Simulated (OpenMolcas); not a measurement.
## Mo3+: moving or changing the point charges

Mo3+ among 8 point charges of -1.2 e arranged as a cube (Oh), 2.1 Å from the ion.
```
   1.2124    1.2124    1.2124  -1.20
   1.2124    1.2124   -1.2124  -1.20
   1.2124   -1.2124    1.2124  -1.20
   1.2124   -1.2124   -1.2124  -1.20
  -1.2124    1.2124    1.2124  -1.20
  -1.2124    1.2124   -1.2124  -1.20
  -1.2124   -1.2124    1.2124  -1.20
  -1.2124   -1.2124   -1.2124  -1.20
```

```yaml
Program: OpenMolcas
Method: "SS-CASPT2, IPEA 0.25 Eh, imaginary shift 0.1 Eh (closed shells correlated: 4s 4p)"
Basis: ANO-RCC-VDZP [6s5p3d1f]
Scalar_Hamiltonian: DKH2, point nucleus
Active_space: 3 electrons in 5 orbitals (4d)
State_averaging: 2S+1 = 4 even, 10 roots; 2S+1 = 2 even, 40 roots
Spin-orbit_coupling: RASSI with atomic mean-field integrals over the reference wave functions
```

Runs around this geometry, states (labels of O, the rotations of Oh). Energies in cm-1 above the lowest state or level, χT in cm3 K/mol; under a threefold ground state the first gap can be a small split of the lowest multiplet, not the spin-orbit step.

| R (Å) | q (e) | Ground state | First state of that spin | First gap with spin-orbit (degeneracies) | χT at 300 K | First state of another spin |
| --- | --- | --- | --- | --- | --- | --- |
| 2.23 | -0.78 | 4T1 | 4T2 2720 | 370 (4, 2) | 0.445 | 2E 10720 |
| 2.1 | -1.2 | 4T1 | 4T2 5840 | 280 (4, 2) | 0.582 | 2E 7010 |
| 2.44 | -1.2 | 4T1 | 4T2 2680 | 380 (4, 2) | 0.441 | 2E 10560 |

Taking the first state of the same spin as R^-n, n = -ln(2680 / 5840) / ln(2.44 / 2.1) = 5.2 between the shortest and longest distance.

Roots that are degenerate in the reference are averaged as groups; the widest CASPT2 spread within a group is 460 cm-1 (the 3-fold group of multiplicity 2 near 11900 cm-1 above the lowest state of its run, R = 2.1, q = -1.2). Shifts and gaps below about the spread of the groups concerned are not significant. An orbital triplet at a regular site is open to Jahn-Teller coupling, which can distort the site and quench the lowest spin-orbit gaps and is left out. Point charges give a weaker field than real ligands, and real ions of this kind are as a rule low spin; the high spin found here belongs to the model. Free-ion shares, where given, are those of the reference states; single-state CASPT2 does not remix them. Point charges carry no covalency, so the field is a model and not that of real ligands. No measured value stands beside these numbers.
